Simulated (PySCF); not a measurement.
# Vertical excitation energies

(Cl2Al-mu-NH2)2.
Geometry (PBE0-D3(BJ)/def2-SVP, Å), atoms numbered from 1 in this order:
```
atom  x, y, z in Å
Al1   -1.3254   -0.1891   -0.3468
Cl2   -2.7894   -0.2953    1.1645
Cl3   -1.8408   -0.3404   -2.3862
N4    -0.1586    1.3332   -0.0469
Al5    1.3456    0.1754    0.3528
Cl6    2.7952    0.2840   -1.1726
Cl7    1.8826    0.3255    2.3867
N8     0.1764   -1.3473    0.0616
H9    -0.4453    1.9337    0.7291
H10   -0.0303    1.9395   -0.8595
H11    0.4600   -1.9545   -0.7102
H12    0.0456   -1.9475    0.8783
```

Level of theory: TDDFT wB97X-D/def2-SVPD, vertical, gas phase, core orbitals frozen in the response in PySCF 2.14.0, density-fitted response routines.

```csv
state,E (eV),E (kJ/mol),λ (nm),f,"main configurations (H = HOMO, L = LUMO)"
S1,7.84,757,158.1,0.0000,H-1→L (79%)
S2,7.86,759,157.7,0.0000,"H→L (72%), H-2→L+1 (13%)"
S3,7.95,767,155.9,0.103,"H-2→L (72%), H→L+1 (15%)"
S4,8.03,775,154.3,0.0000,"H-3→L (70%), H-5→L+1 (15%)"
S5,8.05,777,154.0,0.0001,"H-5→L (67%), H-3→L+1 (16%)"
S6,8.17,789,151.7,0.409,"H-4→L (78%), H-7→L+1 (10%)"
S7,8.37,807,148.2,0.320,"H-6→L (62%), H-1→L+1 (21%)"
S8,8.39,809,147.8,0.0000,"H-7→L (64%), H-4→L+1 (16%)"
S9,8.82,851,140.6,0.061,"H-8→L (37%), H-1→L+2 (28%), H→L+3 (14%)"
S10,8.89,857,139.5,0.0002,"H→L+2 (63%), H-2→L+11 (12%), H→L+6 (10%)"
S11,8.95,863,138.6,0.0000,"H-2→L+2 (68%), H→L+11 (15%), H-2→L+6 (11%)"
S12,8.96,865,138.4,0.0000,H-1→L+3 (70%)
S13,9.00,868,137.7,0.0000,"H-4→L+2 (41%), H-1→L+4 (23%), H-11→L (11%)"
S14,9.10,878,136.2,0.0000,"H-1→L+4 (26%), H-4→L+2 (20%), H-5→L+2 (10%)"
S15,9.11,879,136.1,0.0000,"H-5→L+2 (28%), H-1→L+4 (13%), H-4→L+3 (11%)"
```

Triplets (Tamm–Dancoff): T1 7.67 eV, H-1→L (72%); T2 7.67 eV, H→L (62%), H-2→L+1 (15%); T3 7.73 eV, H-2→L (59%), H→L+1 (18%).

The lowest singlet lies at 7.84 eV (158 nm, vacuum ultraviolet) and is dark (f under 0.0005); its leading configuration is HOMO-1→LUMO (79%). The strongest level in the table is S6 at 8.17 eV (152 nm, f = 0.409). S14/S15 lie within about 0.01 eV of each other. Löwdin shares by element: HOMO (one of a set within 0.03 eV) chlorine 97%; LUMO aluminium 59%, chlorine 11% or more (atoms not listed hold the other 30%). Weighted by f, the mean energy of these states is 8.26 eV. Orbital energies (eV): HOMO-3 -11.29, HOMO-2 -11.16, HOMO-1 -11.09, HOMO -11.07, LUMO 0.63, LUMO+1 1.57, LUMO+2 1.85. The listed states span 1.27 eV, and the widest gap between neighbours is 0.43 eV (S8 to S9). The vertical ionisation energy (ΔSCF) is 11.29 eV, 2.18 eV above S15. Orbitals of the list HOMO-3 to LUMO+2 that lie within 0.01 eV of each other are written together with a slash and their weights summed (≥ marks a lower bound); for degenerate orbitals outside that list single weights are arbitrary. The window holds the lowest 15 singlets.

Time: 2.2 min (with the writing of density and orbital grids); peak memory 1.3 GiB. Hardware: AMD EPYC 9R45, one thread, no GPU, shared host.

One conformer stands for the species.
